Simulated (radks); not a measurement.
The numbers below are computed, except where a source is named.
How relativity changes the ionisation of neutral samarium ([Xe] 4f6 6s2) to Sm+ ([Xe] 4f6 6s1). Spin-unpolarised spherical Kohn-Sham, PBEsol, point nucleus unless stated (finite: rms radius 5.0819 fm), a radial shooting solver on a logarithmic mesh with Libxc functionals. A level marked "c x" has the speed of light scaled by that factor and shares open shells by 2j + 1; other Dirac levels either fill j = l - 1/2 first or share by 2j + 1.

level                               E(Sm) (hartree)  E(Sm+) (hartree)  IE (eV)   HOMO  <r> HOMO (bohr)
non-rel.                                -10034.2662       -10034.0596    5.624     6s            4.552
scalar-rel.                             -10423.5350       -10423.3159    5.964     4f            1.019
scalar-rel., finite nucleus             -10422.8522       -10422.6330    5.964     4f            1.019
Dirac, 2j+1 shares                      -10430.8223       -10430.6031    5.966  4f7/2            1.030
Dirac, low j first                      -10430.8902       -10430.6712    5.959  4f5/2            1.014
Dirac, 2j+1 shares, finite nucleus      -10430.1357       -10429.9165    5.965  4f7/2            1.030
Dirac, c x 0.75                         -10810.1853       -10809.9497    6.412  4f7/2            1.156
Dirac, c x 0.85                         -10608.5967       -10608.3705    6.156  4f7/2            1.079
Dirac, c x 100                          -10034.3020       -10034.0953    5.624  6s1/2            4.552

NIST Atomic Spectra Database: 5.644 eV (measured). The relativistic part of the total energy of Sm is -395.9 hartree (Dirac, 2j+1 shares, finite nucleus), 3.9 % of the non-relativistic value. Spin polarisation and multiplet splitting of open shells are left out at every level.

Beside tabulated values, note that relativity, absent from the non-relativistic runs, is large for the heavy elements, and spin-unpolarised runs miss the spin-polarisation part of the exchange energy of open shells.
